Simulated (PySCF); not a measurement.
TeBrI, SMILES Br[Te]I.

Geometry optimised at B3LYP-D3(BJ)/def2-SVP. The def2 effective core potentials stand for the cores of I, Te; spin–orbit coupling is left out.

Level of theory: TDDFT-M06-2X/def2-SVPD in PySCF.

Vertical excitations. Gas-phase values at a fixed geometry. State labels are in the subgroup Cs.

Computed excitation energies, oscillator strengths and character:
```
state  symmetry  energy (eV)  λ (nm)      f                                                main pairs
-----  --------  -----------  ------  -----  --------------------------------------------------------
S1           A"         1.83     676  0.001                                            HOMO→LUMO 99 %
S2           A"         2.14     579  0.000                                          HOMO→LUMO+1 97 %
S3           A'         3.50     354  0.004                                          HOMO−1→LUMO 86 %
S4           A"         3.78     328  0.000                                          HOMO−2→LUMO 92 %
S5           A'         4.11     301  0.013   HOMO−3→LUMO+1 44 %, HOMO−3→LUMO 41 %, HOMO−1→LUMO+1 9 %
S6           A"         4.41     281  0.002                      HOMO−2→LUMO+1 71 %, HOMO−4→LUMO 18 %
S7           A'         4.48     277  0.004                      HOMO−1→LUMO+1 64 %, HOMO−3→LUMO 29 %
S8           A"         4.98     249  0.000  HOMO−4→LUMO 54 %, HOMO−2→LUMO+1 23 %, HOMO−4→LUMO+1 20 %
S9           A'         5.20     238  0.178  HOMO−3→LUMO+1 49 %, HOMO−3→LUMO 23 %, HOMO−1→LUMO+1 11 %
S10          A"         5.44     228  0.000                      HOMO−4→LUMO+1 69 %, HOMO−4→LUMO 24 %
T1           A"         1.31     946      0                                            HOMO→LUMO 96 %
T2           A"         1.61     769      0                                          HOMO→LUMO+1 93 %
T3           A'         3.07     404      0                                          HOMO−1→LUMO 87 %
T4           A"         3.39     365      0                                          HOMO−2→LUMO 84 %
```
Triplets are in the Tamm–Dancoff approximation, which puts them higher than full response would, so one can lie above its singlet here.
